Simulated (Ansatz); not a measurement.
CH₈N₂Sn, SMILES `N[CH2][SnH2][NH2]`. Total charge 0; spin multiplicity 1. Sn: def2 effective core potential. The geometry is a stationary point of PBE0-D4/def2-TZVP. It is one conformer, not always the lowest.

```xyz
12

N    -1.581   -0.424    0.757
C    -0.242   -0.073    1.210
Sn    1.097   -0.294   -0.473
N     0.581    0.971   -1.978
H    -2.274   -0.237    1.472
H    -1.645   -1.410    0.538
H     0.124   -0.634    2.081
H    -0.222    0.987    1.475
H     2.731    0.040   -0.089
H     0.911   -1.882   -1.090
H     0.945    1.905   -1.840
H    -0.425    1.052   -2.063
```

Task: What is the dipole moment at B3LYP/def2-TZVPP? (Estimate.)

Result: Computed: 2.53 D, with components (-0.92, 0.08, 2.36) D in this frame, pointing from negative to positive charge.

Task: And with PBE, r2SCAN, ωB97M-V? (Best estimate.)

Result: The calculation gave: PBE 2.45 D, r2SCAN 2.50 D, ωB97M-V 2.54 D.

Task: Give the Mulliken charges with B3LYP, PBE, r2SCAN in def2-TZVPP. (An estimate is asked.)

Result: The calculation gave: 
```
atom  B3LYP    PBE  r2SCAN
  N1  -0.35  -0.35   -0.37
  C2  -0.36  -0.36   -0.27
 Sn3   0.82   0.73    0.78
  N4  -0.55  -0.54   -0.59
  H5   0.12   0.14    0.13
  H6   0.14   0.15    0.15
  H7   0.11   0.11    0.08
  H8   0.12   0.12    0.09
  H9  -0.15  -0.13   -0.14
 H10  -0.15  -0.14   -0.14
 H11   0.12   0.13    0.14
 H12   0.13   0.14    0.15
```

B3LYP here is the variant with VWN-RPA as its local correlation; programs differ in this.
